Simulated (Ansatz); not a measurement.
Geometry optimisation, RHF/def2-SVP (Ansatz).

Input:

```yaml
crystal:
  periodic: [false, false, false]
  atoms:
    - { symbol: C, position_ang: [-1.6633, 1.0337, 1.4627] }
    - { symbol: O, position_ang: [-0.7233, 0.151, 1.0663] }
    - { symbol: C, position_ang: [-0.6962, 0.0927, -0.3538] }
    - { symbol: Ge, position_ang: [0.793, -1.1636, -0.8588] }
    - { symbol: P, position_ang: [2.7347, -0.4723, -0.0601] }
    - { symbol: H, position_ang: [-2.7171, 0.7804, 1.0896] }
    - { symbol: H, position_ang: [-1.4437, 2.1046, 1.0913] }
    - { symbol: H, position_ang: [-1.7109, 1.1339, 2.5522] }
    - { symbol: H, position_ang: [-1.6235, -0.2511, -0.7219] }
    - { symbol: H, position_ang: [-0.3939, 1.0809, -0.7527] }
    - { symbol: H, position_ang: [0.778, -1.2588, -2.3801] }
    - { symbol: H, position_ang: [0.4055, -2.5627, -0.2542] }
    - { symbol: H, position_ang: [2.08075, 0.45267, 0.88449] }
    - { symbol: H, position_ang: [2.84773, -1.55935, 0.82455] }
basis:
  gaussian: { orbitals: def2-SVP }
hamiltonian:
  xc: hf
relax:
  f_tol: 0.015
  max_steps: 40
output:
  orbitals: {}
```

Command:

```bash
$ ansatz run input.yaml --threads 2 --pin off --max-ram 3072MiB --backend cpu --events-out ev --progress --plain --runs-dir out
```

Problem. Where does it end, and by what steps?

Solution. It converged. After 21 steps the energy has fallen by 0.554 eV; H13 moved furthest, 1.20 Å.

| step | energy less start (eV) | largest force component (eV/Å) | accepted |
| --- | --- | --- | --- |
| 0 | 0.0000 | 3.003 | yes |
| 1 | -0.4245 | 0.975 | yes |
| 2 | -0.4832 | 0.356 | yes |
| 3 | -0.5002 | 0.163 | yes |
| 4 | -0.5040 | 0.039 | yes |
| 5 | -0.5059 | 0.136 | yes |
| 6 | -0.5046 | 0.484 | no |
| 7 | -0.5100 | 0.105 | yes |
| 8 | -0.5148 | 0.201 | yes |
| 9 | -0.5164 | 0.498 | yes |
| 10 | -0.5154 | 0.503 | no |
| 11 | -0.5285 | 0.075 | yes |
| 12 | -0.5346 | 0.054 | yes |
| 13 | -0.5402 | 0.215 | yes |
| 14 | -0.5378 | 0.416 | no |
| 15 | -0.5456 | 0.065 | yes |
| 16 | -0.5500 | 0.034 | yes |
| 17 | -0.5502 | 0.244 | yes |
| 18 | -0.5511 | 0.223 | yes |
| 19 | -0.5481 | 0.273 | no |
| 20 | -0.5542 | 0.016 | yes |
| 21 | -0.5543 | 0.015 | yes |

```xyz
14
Properties=species:S:1:pos:R:3
C -1.798 1.207 1.415
O -0.812 0.327 0.991
C -0.757 0.105 -0.384
Ge 0.716 -1.164 -0.719
P 2.664 -0.235 0.182
H -2.798 0.848 1.151
H -1.663 2.202 0.978
H -1.732 1.290 2.498
H -1.703 -0.305 -0.758
H -0.573 1.039 -0.928
H 0.915 -1.328 -2.236
H 0.376 -2.532 -0.112
H 2.350 -0.522 1.528
H 3.483 -1.370 -0.018
```

Run time: 62 s on 2 threads of Arm Neoverse V2 (shared host), peak memory 0.35 GiB.
